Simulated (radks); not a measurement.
Results of a calculation; reference values are marked as such.
Q: Ba+, configuration [Kr] 4d10 5s1.5 5p6 6s1 5d0.5 (fractional occupations, a model configuration). Code: a radial shooting solver on a logarithmic mesh with Libxc functionals. Model: Dirac Kohn-Sham, BLYP, spin-unpolarised, spherical densities, point nucleus; open shells are shared between the two j in proportion to 2j + 1. Some entries of the table are withheld. Estimate them.

orbital,occ.,eigenvalue (eV),<r> (bohr)
1s1/2,2,-37242.96,0.02558
2s1/2,2,-5890.927,0.1093
2p1/2,2,-5549.775,0.09192
2p3/2,4,-5167.861,0.09792
3s1/2,2,-1249.410,0.2917
3p1/2,2,-1106.241,0.2816
3p3/2,4,-1032.439,0.2935
3d3/2,4,(1),0.2644
3d5/2,6,(2),0.2681
4s1/2,2,-251.1837,0.6738
4p1/2,2,-199.1497,0.6967
4p3/2,4,-183.7272,0.7240
4d3/2,4,-98.7398,0.7941
4d5/2,6,-96.1170,0.8040
5s1/2,1.5,(3),1.624
5p1/2,2,-26.8615,1.836
5p3/2,4,-24.6936,1.918
6s1/2,1,-7.8870,(4)
5d3/2,0.2,-7.7041,2.967
5d5/2,0.3,-7.5345,3.015
6p1/2,0,-5.3006,5.140
6p3/2,0,-5.0513,5.329

A: 
(1) 3d3/2 eigenvalue (eV): -781.1904
(2) 3d5/2 eigenvalue (eV): -765.4558
(3) 5s1/2 eigenvalue (eV): -40.5667
(4) 6s1/2 <r> (bohr): 4.217
